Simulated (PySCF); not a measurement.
**Distorted geometries of [Ce(NH)Cl]+**

[Ce(NH)Cl]+ (singlet). PySCF 2.14.0, RKS TPSS, Ce lcecp-2-SVP with ECP46, N def2-SVP, H def2-SVP, Cl def2-SVP; non-relativistic Hamiltonian with scalar-relativistic core potentials where named; density fitting; no spin-orbit coupling. Relaxed geometry:

```xyz
4

Ce    0.3163    0.0000   -0.6382
N     1.8556    0.0000    0.4534
H     2.5939    0.0000    1.1736
Cl   -1.5152    0.0000    1.0198
```

Question: Order these distorted geometries by energy above the relaxed one, lowest first.
A.
```xyz
4

Ce    0.3070    0.0926   -0.6167
N     1.6337   -0.0462    0.3325
H     2.6313   -0.0795    1.1485
Cl   -1.3214    0.0331    1.1442
```
B.
```xyz
4

Ce    0.1852   -0.0524   -0.5405
N     1.8672    0.0422    0.3962
H     2.6289    0.1216    1.0952
Cl   -1.4307   -0.1113    1.0577
```
C.
```xyz
4

Ce    0.3634   -0.0362   -0.7794
N     1.9033    0.0093    0.5792
H     2.5439    0.1285    1.2477
Cl   -1.5600   -0.1017    0.9610
```

Answer: B (0.41 eV), C (0.85 eV), A (2.62 eV).

Question: Which forces (eV/Å) act in the one that lies 0.85 eV up?

Answer: 
```
Ce   2.28 -0.02  4.68
N   -7.12 -0.59 -7.50
H    3.77  0.57  4.09
Cl   1.06  0.05 -1.27
```
Forces carry noise of the integration grid, about 0.01 to 0.03 eV/Å.

No frequency check is given that shows the relaxed geometry to be a minimum.
